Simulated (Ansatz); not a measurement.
`[GaH2][Br]` + `C=[C]([SiH3])[InH2]` → `C=[C]([GaH2])[InH2]` + `[SiH3]Br`  (redistribution)

Program: Ansatz. Geometries: PBE0-D4/def2-TZVP. ΔE: electronic, gas phase. CCSD(T)/CBS adds triple-zeta CCSD(T) − MP2 to the extrapolated MP2 energy (def2 sets, frozen cores). Functionals use def2-TZVPP. HSE06 is defined as in plane-wave codes. Elements past krypton have def2 core potentials. For Br, Ga, In outer-core shells are correlated without core-valence functions, which leaves a few kJ/mol of doubt a bond. Scalar relativity is left out up to krypton.

```json
{"level": "r2SCAN", "ΔE (kJ/mol)": "61.1"}
{"level": "HSE06", "ΔE (kJ/mol)": "60.4"}
{"level": "RPA@PBE/def2-TZVPP", "ΔE (kJ/mol)": "53.2"}
{"level": "HF/CBS(def2)", "ΔE (kJ/mol)": "67.3"}
```

(1) What does CCSD(T)/CBS give? (An estimate is asked.)

Largest T1 diagnostic among the species: 0.014.

Answers

(1) Ansatz gave: +52.9 kJ/mol. The listed levels differ from it by 8.2, 7.5, 0.3, 14.4 kJ/mol.

In def2-TZVPP, CCSD(T) changes the Hartree–Fock value by −10.2 kJ/mol (the triples alone add −1.1 kJ/mol) and MP2 by −13.5 kJ/mol. From BLYP to BHLYP (50 % exact exchange), in def2-TZVPP and without D4, ΔE moves by +3.8 kJ/mol. Leaving LDA and LC-ωPBE aside and taking each functional with its dispersion term where it has one, the values, not all of them listed here, spread over 4.2 kJ/mol, from B2PLYP to BHLYP-D4.
